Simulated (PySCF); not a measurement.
HgCl₂, SMILES [Cl][Hg][Cl].

Geometry optimised at B3LYP-D3(BJ)/def2-TZVP. The isomer is the one that the SMILES or the coordinates give; other isomers of the formula were not compared. The def2 effective core potentials stand for the cores of Hg; spin–orbit coupling is left out.

These are TDDFT-ωB97X/def2-SVPD run with PySCF values and carry that method's errors.

Vertical excitations; the highest root listed may be one member of a degenerate set. Gas-phase values at a fixed geometry. State labels are in the subgroup D2h.

Computed UV-visible absorptions:
| state | symmetry | energy (eV) | λ (nm) | f | main pairs |
|---|---|---|---|---|---|
| S1 | B2g | 5.38 | 231 | 0.000 | HOMO−1→LUMO (degenerate set) |
| S2 | B3g | 5.38 | 231 | 0.000 | HOMO→LUMO (degenerate set) |
| S3 | B2u | 6.09 | 203 | 0.023 | HOMO−3→LUMO (degenerate set) |
| S4 | B3u | 6.09 | 203 | 0.023 | HOMO−2→LUMO (degenerate set) |
| S5 | B1u | 7.26 | 171 | 0.209 | HOMO−4→LUMO 56 %, HOMO−1→LUMO+2 21 %, HOMO→LUMO+1 21 % |
| S6 | Ag | 7.70 | 161 | 0.000 | HOMO−5→LUMO (degenerate set) |
| S7 | Au | 7.70 | 161 | 0.000 | HOMO−1→LUMO+1, HOMO→LUMO+2 (degenerate set) |
| S8 | B1u | 7.71 | 161 | 0.000 | HOMO→LUMO+1, HOMO−1→LUMO+2 (degenerate set) |
| S9 | Au | 7.71 | 161 | 0.000 | HOMO→LUMO+2, HOMO−1→LUMO+1 (degenerate set) |
| S10 | B1g | 8.40 | 148 | 0.000 | HOMO−2→LUMO+1 49 %, HOMO−3→LUMO+2 49 % |
| T1 | B2g | 4.95 | 250 | 0 | HOMO−1→LUMO (degenerate set) |
| T2 | B3g | 4.95 | 250 | 0 | HOMO→LUMO (degenerate set) |
| T3 | B3u | 5.65 | 220 | 0 | HOMO−2→LUMO (degenerate set) |
| T4 | B2u | 5.65 | 220 | 0 | HOMO−3→LUMO (degenerate set) |
Triplets are in the Tamm–Dancoff approximation, which puts them higher than full response would, so one can lie above its singlet here.
